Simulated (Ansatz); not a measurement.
Ideal-gas functions of CH₃F₃SeTi (`C[Se][Ti]([F])([F])[F]`) at 298.15 K and 1 bar, from an Ansatz frequency run at PBE0-D4/def2-TZVP.

Molar mass 198.86 g/mol, point group Cs (symmetry number 1), electronic degeneracy 1, moments of inertia 209.928, 452.87, 507.288 u Å². Harmonic wavenumbers (cm⁻¹, unscaled): 42, 63, 84, 143, 145, 178, 195, 202, 362, 594, 718, 781, 805, 913, 915, 1305, 1463, 1466, 3079, 3182, 3187.

Use S(trans) = R[1.5 ln M + 2.5 ln T − 1.1517]; rotational temperatures θ = 24.2544 K / I; S(rot) = R[ln(√π/σ · √(T³/θAθBθC)) + 1.5]; for each mode x = 1.438777 ν̃/T, S = R[x/(eˣ − 1) − ln(1 − e⁻ˣ)] and H = RT x/(eˣ − 1); 1 cm⁻¹ = 0.0119627 kJ/mol; R = 8.31446 J/(mol·K).

Q: By hand: the entropy, in J/(mol·K).

A: Translation 174.9. Rotation: θ = 0.1155, 0.0536, 0.0478 K, giving 122.1. Vibration, mode by mode: 21.60, 18.25, 15.88, 11.56, 11.45, 9.83, 9.12, 8.85, 4.66, 1.93, 1.19, 0.93, 0.85, 0.55, 0.55, 0.11, 0.06, 0.06, 0.00, 0.00, 0.00, in all 117.4. Electronic 0.0. Sum 414.4 J/(mol·K).

Q: By hand: H − E and G − E in kJ/mol, counted from the electronic energy.

A: Zero-point energy ½ × 19822 × 0.0119627 = 118.6; thermal vibration 16.7; translation, rotation and pV give 4 RT = 9.9. H − E = 145.2 kJ/mol, and G − E = 145.2 − 298.15 × 414.4/1000 = 21.6 kJ/mol.

Vibration gives 28 % of the entropy, 78.7 J/(mol·K) of it from the modes under 150 cm⁻¹: soft modes count most, and the harmonic formula is weakest for them. The sum counts one conformer and one mirror image; others add a mixing term.
